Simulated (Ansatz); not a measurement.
C2H6BClGe (`ClC1[BH][GeH2][CH2]1`). Charge 0, multiplicity 1.

Cartesian coordinates in Å:
```
Cl 0.313 2.019 -0.643
C 0.899 0.579 0.388
B 0.845 0.044 -1.093
Ge -0.991 -0.814 -0.611
C -0.291 -0.025 1.105
H 1.765 0.945 0.939
H 1.708 0.034 -1.911
H -2.323 -0.248 -1.133
H -1.126 -2.347 -0.500
H 0.076 -0.841 1.737
H -0.875 0.655 1.724
```

Q: What are the harmonic wavenumbers in cm⁻¹ at PBE0-D4/def2-TZVP (Ansatz, finite differences of forces, unscaled)? (Estimate.)

A: The calculation gave: 143, 269, 276, 433, 438, 528, 547, 553, 657, 701, 760, 803, 866, 873, 950, 1013, 1051, 1143, 1157, 1262, 1428, 2122, 2137, 2681, 3066, 3138, 3142.

Q: Is this a minimum?

A: Yes, all 27 modes are real.

Q: Give the ideal-gas thermochemistry at 298.15 K and 1 bar (rigid rotor, harmonic oscillator; point group C1, symmetry number 1).

A: Zero-point energy 192.2 kJ/mol; H(298) − E = 211.1 kJ/mol; entropy 332.9 J/(mol·K), of which translation 171.3, rotation 115.0, vibration 46.6; G(298) − E = 111.8 kJ/mol.
